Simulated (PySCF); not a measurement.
CF3Br, optimised at B3LYP/6-31G*:

```xyz
5

F     -0.0013     0.5232    -1.2417
C     -0.0164     0.0089    -0.0152
F     -0.0172    -1.3184    -0.1001
F      1.0750     0.4026     0.6350
Br    -1.6134     0.6144     0.9395
```

Method: PySCF energies (xtb for GFN2) plus ideal-gas RRHO corrections (1 bar). 6-31G* has spherical d functions here. All species are closed-shell singlets. B3LYP is the form with VWN-RPA correlation. Br: all electrons, no relativistic terms.

Q: List the harmonic frequencies (cm⁻¹, unscaled) at this level and at the other levels, each on its own geometry.

A: 
- B3LYP/6-31G*: 297, 297, 334, 540, 540, 752, 1083, 1259, 1259
- GFN2-xTB: 269, 269, 292, 479, 479, 655, 990, 1120, 1120
- HF/6-31G*: 335, 335, 383, 595, 595, 831, 1224, 1410, 1410
- PBE/def2-SVP: 292, 292, 328, 535, 535, 741, 1049, 1211, 1211
- PBE0/def2-TZVP: 304, 304, 351, 553, 553, 772, 1095, 1238, 1238
